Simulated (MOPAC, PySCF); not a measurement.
H$_{6}$AlClSi$_{2}$, SMILES `[SiH3][Al]([SiH3])[Cl]`, neutral singlet in the gas phase. 

Cartesian coordinates (Å):
SMILES: [SiH3][Al]([SiH3])[Cl]
```xyz
10

Si    -2.2271    -0.2274    -0.1488
Al     0.0158     0.7603    -0.3641
Si     2.1996    -0.3236    -0.0366
Cl     0.0996     2.8180    -0.8904
H     -2.6022    -0.2966     1.3031
H     -3.2783     0.5641    -0.8627
H     -2.2479    -1.6312    -0.6757
H      2.0679    -1.6776     0.5925
H      3.0922     0.5117     0.8300
H      2.8823    -0.5016    -1.3606
```
Charge 0, spin multiplicity 1.

All levels are single points at this geometry (PBE-D3(BJ)/def2-TZVP); Pople sets use spherical d functions. Orbital energies aren't observables, and empty levels follow the basis.

B3LYP/3-21G in PySCF gives gap (eV) = 4.84.

Estimate the gap (eV) from each of these levels: PBE-D3(BJ)/def2-TZVP in PySCF; B3LYP/6-31G* in PySCF; M06-2X/6-31G* in PySCF; HF/3-21G in PySCF; HF/6-31G* in PySCF; HF/STO-3G in PySCF; AM1 in MOPAC; PM7 in MOPAC.


| level | gap (eV) |
|---|---|
| PBE-D3(BJ)/def2-TZVP in PySCF | 3.28 |
| B3LYP/6-31G* in PySCF | 4.75 |
| M06-2X/6-31G* in PySCF | 6.70 |
| HF/3-21G in PySCF | 10.15 |
| HF/6-31G* in PySCF | 10.22 |
| HF/STO-3G in PySCF | 14.14 |
| AM1 in MOPAC | 7.64 |
| PM7 in MOPAC | 6.47 |
